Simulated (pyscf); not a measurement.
# cyclic C₄H₃ (SMILES [CH]1C2=CC12), doublet

Gas-phase minimum from PySCF at ωB97X-D3(BJ)/def2-SVP, one conformer. cyclic C₄H₃ (SMILES [CH]1C2=CC12) [doublet] lies 35.9 kcal/mol over its isomer •HC=C=C=CH₂, and others may lie lower still (electronic energy, ωB97M-D3(BJ)). Despite the double bond drawn, C2 is pyramidal.

```
C
H 1 1.1012
C 1 1.4225 2 128.00
H 3 1.0892 1 137.00 2 29.44
C 1 1.4225 2 128.00 3 -138.83
H 5 1.0892 1 137.00 2 -29.43
C 5 1.4410 6 136.22 1 -135.63
```
Charge 0, spin multiplicity 2.

Properties at ωB97X-D3(BJ)/def2-SVP:

```
Item                                                                                                                                                                                                     Value
---------------------------------------------------------------------------------------------------------------------  ---------------------------------------------------------------------------------------
Harmonic wavenumbers, unscaled                                                                                         542, 552, 634, 762, 892, 957, 1020, 1034, 1113, 1293, 1349, 1378, 3149, 3292, 3298 cm⁻¹
Zero-point energy                                                                                                                                                                                30.4 kcal/mol
Rotational symmetry number                                                                                                                                                                                   1
Entropy of this conformer at 298 K and 1 atm, rigid rotor and harmonic oscillator, modes under 100 cm⁻¹ raised to 100                                                                          267.1 J/(mol K)
Dipole moment                                                                                                                                                                                           2.33 D
Spin expectation value S2                                                                                                                                                                                0.786
```

Single-point totals, which compare only within one level (frozen core for MP2 and CC):

```
level                   total energy (hartree)
----------------------  ----------------------
ωB97X-D3(BJ)/def2-TZVP              -154.13144
PBE/def2-TZVP                       -153.86584
r²SCAN/def2-TZVP                    -153.97598
B3LYP-D3(BJ)/def2-TZVP              -154.07422
PBE0-D3(BJ)/def2-TZVP               -153.87998
M06-2X/def2-TZVP                    -153.99428
ωB97M-D3(BJ)/def2-TZVP              -154.11163
UHF/def2-TZVPP                      -153.07806
MP2/def2-TZVPP                      -153.63784
CCSD/def2-TZVPP                     -153.68264
CCSD(T)/def2-TZVPP                  -153.71610
```

The CCSD(T) − MP2 part came from Ansatz, without density fitting, on the same reference. An open-shell T1 diagnostic exceeds 0.045. A UHF reference is spin-contaminated (<S²> up to 1.19), which harms MP2 most.
